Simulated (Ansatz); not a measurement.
Loss of H2: C2H4ClGa → C2H2ClGa + H2

Species: C2H4ClGa `C=[CH][GaH][Cl]`, singlet; C2H2ClGa `C#[C][GaH][Cl]`, singlet; H2, singlet. 

Shapes, held fixed at every level: PBE0-D4/def2-TZVP. Flexible molecules stand in one conformer, not always the lowest. Programs: Ansatz 0.2.0. The zero-point and thermal change to 298 K, harmonic and unscaled (PBE0-D4/def2-TZVP), is -26.9 kJ/mol.

```csv
level,kind,ΔH(298 K) (kJ/mol),less CCSD(T)/def2-TZVPP
HF/def2-SVP,Hartree–Fock,+156.5,+14.4
BHLYP-D4/def2-TZVPP,global hybrid,+162.2,+20.1
PBE0-D4/def2-TZVPP,global hybrid,+171.8,+29.7
B2PLYP/def2-TZVPP,double hybrid,+140.7,-1.4
MP2/def2-TZVPP,perturbation theory,+134.0,-8.1
CCSD(T)/def2-SVP,coupled cluster or CI,+149.5,+7.4
CCSD/def2-SVP,coupled cluster or CI,+152.7,+10.6
CCSD(T)/def2-TZVPP,coupled cluster or CI,+142.1,0.0
```

The highest level, CCSD(T)/def2-TZVPP, gives ΔH(298 K) = +142.1 kJ/mol; the levels span +134.0 to +171.8. The column of differences is taken from that level and isn't an error. No measured value is set beside it here. Relativity is left out for Ga unless named. Correlated rows may include outer-core shells of Ga, which these sets cover unevenly.
